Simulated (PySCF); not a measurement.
# `N#C[C@H]1C[C@H](F)C[C@H]1F`, C$_{6}$H$_{7}$F$_{2}$N

Geometry (Å), atoms numbered from 1 in this order:
```xyz
16

N     3.0568   -0.9047   -1.3740
C     2.1321   -0.6904   -0.7392
C     0.9704   -0.4073    0.0656
C     0.5719    1.0762    0.0585
C    -0.8515    1.0532    0.6123
F    -0.8011    1.1097    1.9935
C    -1.4539   -0.2941    0.1864
C    -0.3094   -1.1041   -0.4318
F    -0.3857   -1.0203   -1.8054
H     1.1656   -0.7359    1.0927
H     1.2287    1.6923    0.6701
H     0.5683    1.4559   -0.9636
H    -1.4482    1.9166    0.3053
H    -1.8625   -0.8003    1.0600
H    -2.2484   -0.1658   -0.5466
H    -0.3408   -2.1721   -0.1951
```

Level of theory: PySCF, TDDFT B3LYP/def2-SVPD circular dichroism and optical rotation, one conformer, gas phase. Geometry: GFN2-xTB.

States above about 9.1 eV lie in this functional's continuum (it starts at minus the energy of the highest occupied orbital, well below the true ionisation energy for most functionals) and depend on the basis.

Draw the ECD and absorption spectra from the lowest 12 states, each a Gaussian of half-width 0.25 eV at 1/e height.


```tsv
E (eV)	λ (nm)	Δε (L mol⁻¹ cm⁻¹)	ε (L mol⁻¹ cm⁻¹)
7.25	171	+0.04	0.833
7.35	169	+0.15	4.21
7.45	166	+0.45	17.5
7.55	164	+0.97	61.4
7.65	162	+1.45	178
7.75	160	+1.33	413
7.85	158	+0.30	737
7.95	156	-1.19	996
8.05	154	-2.36	1030
8.15	152	-3.06	896
8.25	150	-3.88	815
8.35	148	-5.35	939
8.45	147	-7.13	1210
8.55	145	-7.35	1480
8.65	143	-2.40	1720
8.75	142	+9.80	2040
8.85	140	+24.22	2580
8.95	138	+30.54	3180
```
Δε uses R in velocity form, ε uses f in length form. Only the states computed contribute, so the short-wavelength end is incomplete.
